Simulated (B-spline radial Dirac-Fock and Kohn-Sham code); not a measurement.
## Compton profile of Rb³⁶⁺

System: the Rb³⁶⁺ ion, 1s1.

The computed values come from a radial finite-basis atomic code: the impulse approximation on Dirac-Fock orbitals of the configuration average with a finite nucleus. pz is in atomic units of momentum; subshell profiles are per electron, for a selection of subshells; open shells are spread over both j values by their weights.

```
  pz    J total   J 1s1/2
   0    0.02225    0.0222
0.98    0.02220    0.0222
 1.4    0.02215    0.0222
 2.1    0.02204    0.0220
 3.1    0.02180    0.0218
 4.5    0.02132    0.0213
 6.6    0.02033    0.0203
 9.6    0.01844    0.0184
  14    0.01513    0.0151
  21   0.009962   0.00996
  30   0.005213   0.00521
  44   0.001786   0.00179
  65  0.0004062  0.000406
  95  7.375e-05  7.37e-05
 140  1.142e-05  1.14e-05
```

J(0) = 0.02225. The 1s1/2 subshell gives the largest part, 100 %.

Mean momentum ⟨p⟩ by subshell (a.u.): 1s1/2 33.0.
